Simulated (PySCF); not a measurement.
Compound: C7H10OSi.
InChI=1S/C7H10OSi/c1-6-2-4-7(8-9)5-3-6/h2-5H,1,9H3

Torsions of this conformer, `[CH3:1][c:2]1[cH:3][cH:4][c:5]([O:6][SiH3:7])[cH:8][cH:9]1`: C4–C5–O6–Si7 180°.

The closed-shell ground state was solved at several levels (PySCF, density fitting, gas phase, non-relativistic). Geometry: PBE0-D3(BJ)/def2-SVP, one conformer, isolated molecule.

```tsv
level	basis functions	total energy (Eh)	HOMO (eV)	LUMO (eV)	gap (eV)	dipole (D)
wB97X-D/def2-SVPD	267	-637.0568	-8.15	1.39	9.54	0.79
HF/pcSseg-1	210	-634.6497	-8.37	3.31	11.68	1.00
```

Task: What might PBE0/pcSseg-1 (210 basis functions) give for the same quantities?

Result: Total energy -636.9230 Eh, HOMO -6.42 eV, LUMO -0.25 eV, gap 6.17 eV, dipole 0.86 D.

Task: Over all these levels, which gives the widest orbital gap and which the narrowest?

Result: HF/pcSseg-1 (Hartree–Fock, all exact exchange) has the widest, 11.68 eV, and PBE0/pcSseg-1 (global hybrid, 25 % exact exchange) the narrowest, 6.17 eV. The two share the basis. From the narrowest to the widest the HOMO moves by -1.95 eV and the LUMO by +3.56 eV. The HOMO need not be the same orbital at Hartree–Fock and at DFT levels.

Task: How far do the dipole and the HOMO energy spread over the levels?

Result: The dipole runs from 0.79 to 1.00 D (mean 0.88 D) and the HOMO from -8.37 to -6.42 eV.

Note: wB97X-D ran without an empirical dispersion term, which enters the total energy and its gradient alone.
